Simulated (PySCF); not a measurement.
A PySCF script (with the pyscf-properties extension) for the NMR shieldings of `C=C[P@@]1(=O)CCC[C@@H]1OC`, C7H13O2P, on a GFN2-xTB geometry:

```python
import basis_set_exchange as bse
import numpy as np
from pyscf import gto, dft
from pyscf.prop import nmr

atoms = """
C    -2.027443   -2.329399    0.884636
C    -1.321574   -1.223064    1.042221
P    -0.839727   -0.260616   -0.420238
O    -1.318751   -0.807158   -1.694528
C    -1.286669    1.502791   -0.078929
C     0.040249    2.253806   -0.153412
C     1.100890    1.353919    0.478182
C     1.015427    0.009384   -0.236174
O     1.615076    0.122021   -1.498869
C     1.855442   -1.116027   -2.124955
H    -2.337231   -2.953879    1.707747
H    -2.321460   -2.636072   -0.107135
H    -1.002281   -0.868437    2.011875
H    -1.739787    1.599740    0.908933
H    -2.003359    1.834593   -0.829989
H    -0.015017    3.219349    0.351510
H     0.310785    2.416807   -1.197732
H     2.099191    1.776047    0.362574
H     0.892396    1.214231    1.540766
H     1.494957   -0.795625    0.343362
H     2.320885   -0.887261   -3.081637
H     2.536059   -1.731133   -1.521627
H     0.927189   -1.667032   -2.291128
"""
names = dict.fromkeys(["C", "P", "O", "H"], "pcSseg-1")
basis = {el: gto.basis.parse(bse.get_basis(n, elements=[el], fmt="nwchem")) for el, n in names.items()}
mol = gto.M(atom=atoms, basis=basis, charge=0, verbose=0)
mf = dft.RKS(mol, xc="PBE0")
mf.grids.level = 2
mf.grids.alignment = dft.numint.BLKSIZE   # the property module wants whole blocks of grid points
mf.conv_tol = 1e-9
mf.kernel()

calc = nmr.RKS(mf)   # GIAO
C = mf.mo_coeff
Co = C[:, mf.mo_occ > 0]
resp = mf.gen_response(singlet=True, hermi=2)
def vind(x):   # induced exchange potential for any number of trial vectors
    d = np.einsum("pi,xij,qj->xpq", C, 2 * x.reshape(-1, C.shape[1], Co.shape[1]), Co, optimize=True)
    return np.einsum("xpq,pi,qj->xij", resp(d - d.transpose(0, 2, 1)), C, Co, optimize=True).ravel()
mo1, _ = nmr.rhf.solve_mo1(calc, with_cphf=vind)
sigma = calc.kernel(mo1)
for i, s in enumerate(sigma):   # ppm
    w = np.linalg.eigvalsh((s + s.T) / 2)
    print("%2d %-2s iso %8.1f  s11 %8.1f  s22 %8.1f  s33 %8.1f" % (i, mol.atom_pure_symbol(i), w.mean(), *w))
```

**Question.** What are the results?

**Answer.** 
```
 0 C  iso     45.7  s11    -81.1  s22     37.8  s33    180.3
 1 C  iso     43.8  s11    -72.2  s22     54.7  s33    148.9
 2 P  iso    288.7  s11    176.2  s22    248.4  s33    441.6
 3 O  iso    265.9  s11    144.7  s22    304.4  s33    348.7
 4 C  iso    154.5  s11    136.5  s22    155.7  s33    171.3
 5 C  iso    160.7  s11    139.8  s22    169.8  s33    172.5
 6 C  iso    149.2  s11    132.0  s22    155.3  s33    160.3
 7 C  iso    105.3  s11     87.1  s22     92.4  s33    136.3
 8 O  iso    301.9  s11    265.1  s22    300.7  s33    339.7
 9 C  iso    125.3  s11     93.3  s22     99.7  s33    183.0
10 H  iso     25.2  s11     21.8  s22     24.9  s33     28.7
11 H  iso     24.9  s11     20.6  s22     23.7  s33     30.3
12 H  iso     25.6  s11     22.3  s22     25.0  s33     29.5
13 H  iso     30.4  s11     26.1  s22     28.8  s33     36.2
14 H  iso     29.8  s11     26.3  s22     27.4  s33     35.8
15 H  iso     29.9  s11     24.5  s22     27.4  s33     37.8
16 H  iso     29.3  s11     25.5  s22     27.7  s33     34.8
17 H  iso     29.6  s11     25.2  s22     27.3  s33     36.3
18 H  iso     30.5  s11     26.8  s22     28.0  s33     36.7
19 H  iso     28.5  s11     25.8  s22     28.0  s33     31.8
20 H  iso     27.9  s11     23.8  s22     25.0  s33     35.0
21 H  iso     28.6  s11     24.6  s22     26.1  s33     34.9
22 H  iso     27.2  s11     21.1  s22     28.4  s33     32.2
```

These numbers come from an equivalent density-fitted implementation of the same equations, which agrees with the script to about 0.01 ppm for H and up to a few tenths of a ppm for heavy atoms, so last digits may differ.

**Question.** Turn these shieldings into chemical shifts. Shifts are taken against calculated references (same method and geometry level): TMS for $^{13}$C (186.93 ppm) and $^{1}$H (31.72 ppm); $^{31}$P (318.38 ppm) vs H3PO4; $^{17}$O (336.08 ppm) vs H2O.

**Answer.** Averaging equivalent atoms: C 1: 143.1; C 0: 141.2; C 7: 81.6; C 9: 61.6; C 6: 37.7; C 4: 32.4; C 5: 26.2; P 2: 29.6; O 3: 70.2; O 8: 34.2; H 11: 6.85; H 10: 6.56; H 12: 6.11; H 20/21/22: 3.81; H 19: 3.20; H 16: 2.37; H 17: 2.15; H 14: 1.89; H 15: 1.81; H 13: 1.32; H 18: 1.22 ppm. Experimental scales use liquid or dissolved standards, which lie at an offset from isolated H2O (liquid H2O: subtract about 36 ppm) and H3PO4.

Size and cost of the density-fitted run: 242 basis functions, 59 s wall time on 1 thread of an Arm Neoverse V1, shared host; peak memory 1.1 GiB.
